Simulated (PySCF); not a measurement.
## How methods differ on the ionisation energy of C⁺

C⁺ [He] 2s2 2p1 (2P) → C²⁺ [He] 2s2 (1S), as a difference of total energies. Computed with PySCF 2.14 in aug-cc-pwCVTZ (7s6p4d2f, 59 functions), with the non-relativistic Hamiltonian (point nucleus). Correlated levels: valence: 1s2 frozen; valence and next inner shell: nothing frozen. The calculations carry no spin-orbit coupling.

```
                                method  ionisation energy (eV)
                                   UHF                  24.154
                                   LDA                  24.758
                                   PBE                  24.841
                                  PBE0                  24.822
                                r2SCAN                  24.990
                                PBEsol                  24.655
                                  PW91                  24.944
                                M06-2X                  24.442
                               wB97M-V                  24.386
                         MP2 (valence)                  24.377
                     SCS-MP2 (valence)                  24.334
    MP2 (valence and next inner shell)                  24.423
SCS-MP2 (valence and next inner shell)                  24.367
```

How much does correlation contribute at MP2 (valence and next inner shell)?

24.423 − (24.154) = 0.269 eV, measured against UHF.

A first-order spin-orbit estimate (lowest level to lowest level, LS coupling) adds 0.005 eV.

Errors of the correlated levels include the incompleteness of this basis and the frozen core.

For comparison: 24.383 eV (measured; NIST Atomic Spectra Database, ionization energies).
